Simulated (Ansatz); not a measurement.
`[F][Sc]([Cl])[O][SiH3]` + `CC(O)O` → `CC(O)O[SiH3]` + `[OH][Sc]([F])[Cl]`  (ligand exchange at the Si–O bond)

Program: Ansatz. Geometries: PBE0-D4/def2-TZVP. ΔE: electronic, gas phase. CBS: MP2 limit from def2 TZ/QZ plus the TZ coupled-cluster correction, frozen cores. Functionals use def2-TZVPP. For Sc outer-core shells are correlated without core-valence functions, which leaves a few kJ/mol of doubt a bond. Scalar relativity is left out up to krypton. One conformer a species, not always the lowest.

Task: Is it downhill or uphill in electronic energy at CCSD(T)/CBS, and by how much? (Best estimate.)

Result: Computed: Uphill: ΔE = +0.35 eV.

Task: What do these levels give: r2SCAN-D4, B2PLYP, MP2/def2-TZVPP, CCSD(T)/def2-TZVPP, SCS-MP2/def2-QZVPP, CCSD/CBS(def2)? (Best estimate.)

Result: Ansatz gave: r2SCAN-D4 0.32, B2PLYP 0.34, MP2/def2-TZVPP 0.33, CCSD(T)/def2-TZVPP 0.34, SCS-MP2/def2-QZVPP 0.35, CCSD/CBS(def2) 0.36 eV.

Largest T1 diagnostic among the species: 0.016.

In def2-TZVPP, CCSD(T) changes the Hartree–Fock value by −0.05 eV (the triples alone add −0.01 eV) and MP2 by −0.07 eV. The D4 term adds −0.04 eV with B3LYP and −0.02 eV with PBE0; it sums over pairs of atoms, weighted by their polarisabilities, and B3LYP, whose exchange is more repulsive, gets the larger term.

B3LYP here is the variant with VWN-RPA as its local correlation; programs differ in this.
